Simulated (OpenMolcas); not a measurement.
Ne VI: the spin-orbit constant, worked from levels

```
Program             : OpenMolcas 26.06
Basis               : ANO-RCC-VTZP [4s3p2d1f]
Scalar Hamiltonian  : DKH2, point nucleus
Active space        : 3 electrons in 9 orbitals (RAS2 2s 2p; RAS3 3d, at most 2 electrons)
State averaging     : 2S+1 = 4 odd, 1 root; 2S+1 = 2 odd, 11 roots (3 in the spin-orbit step); 2S+1 = 4 even, 3 roots; 2S+1 = 2 even, 9 roots
Spin-orbit coupling : state interaction with AMFI integrals over the reference wave functions, term energies averaged over their components
```

Methods: RASSCF; SS-RASPT2, IPEA 0.25 Eh, imaginary shift 0.1 Eh (closed shells correlated: 1s). Measured levels: NIST levels in Podobedova, Fuhr, Reader and Wiese, J. Phys. Chem. Ref. Data 33, 525 (2004).

**The spin-orbit constant.** For the Hund term 2P* of p1, E(J) = (A/2) J(J+1) + constant and ζ = 2S·A = A. From J = 1/2 to J = 3/2 the energy changes by 1.5 A.

| Source | E(3/2) - E(1/2) | A | ζ |
| --- | --- | --- | --- |
| RASSCF | 1231.6 | 821.1 | 821 |
| SS-RASPT2 | 1231.6 | 821.1 | 821 |
| measured | 1310.0 | 873.3 | 873 |

All in cm-1. SS-RASPT2 is off by -6.0 % and RASSCF by -6.0 %. Both methods take the spin-orbit matrix elements from the reference wave functions, so the second can move ζ only through the term energies and any multistate remixing.

Active for correlation alone: 3d; no level in the range computed is led by a configuration that fills it, so any true level of that kind is missing. Measured partners are found by configuration, term and J. A level has none where our copy of the source lacks it or the pairing is in doubt (some pairs that miss far off the trend of their configuration count as doubtful), and it then counts in no deviation. Levels of configurations outside the active space are missing.

* marks odd parity.
